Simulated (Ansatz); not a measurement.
A structure relaxed at r2SCAN-D4/def2-SVP in Ansatz, charge 0, quartet:

```xyz
10

Cr    0.000    0.000    0.000
N    -1.125   -0.673   -1.283
H    -0.837   -1.221   -2.092
H    -2.137   -0.557   -1.300
N    -0.079   -0.641    1.717
H    -0.384   -0.110    2.532
H     0.175   -1.584    2.007
N     1.204    1.313   -0.434
H     0.965    2.266   -0.707
H     2.217    1.207   -0.440
```

(1) Give its formula, name or SMILES and point group.

(2) Summarise the bond lengths by kind (pairs closer than 1.2 times the sum of covalent radii, bridged metal pairs left out).

Answers

(1) Cr(NH2)3 (CrN3H6). Point group D3 (tolerance 0.1 Å).

(2) 3 × Cr–N 1.83 Å; 6 × H–N 1.02 Å. The metal has 3 neighbours: N 1.83 Å, N 1.83 Å, N 1.83 Å.
